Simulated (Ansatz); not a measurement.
`BOBF` + `SBS` → `BSBS` + `OBF`  (ligand exchange at a B–O bond)

Program: Ansatz. Geometries: PBE0-D4/def2-TZVP. ΔE: electronic, gas phase. CBS: MP2 limit from def2 TZ/QZ plus the TZ coupled-cluster correction, frozen cores. This one scheme is used for every species. Functionals use def2-TZVPP. One conformer a species, not always the lowest.

(1) Is it downhill or uphill in electronic energy at CCSD(T)/CBS, and by how much? (Estimate.)

(2) What do these levels give: PBE0-D4, BHLYP-D4, PBE, HF/def2-TZVPP, MP2/def2-TZVPP, SCS-MP2/def2-QZVPP? (An estimate is asked.)

Largest T1 diagnostic among the species: 0.015.

## Answers

(1) Computed: Uphill: ΔE = +35.0 kJ/mol.

(2) Computed: PBE0-D4 30.1, BHLYP-D4 44.2, PBE 27.4, HF/def2-TZVPP 55.5, MP2/def2-TZVPP 32.6, SCS-MP2/def2-QZVPP 37.9 kJ/mol.

Leaving LDA and LC-ωPBE aside and taking each functional with its dispersion term where it has one, the values, not all of them listed here, spread over 19.8 kJ/mol, from revPBE-D4 to BHLYP-D4. From PBE to PBE0 (25 % exact exchange), in def2-TZVPP and without D4, ΔE moves by +4.1 kJ/mol.
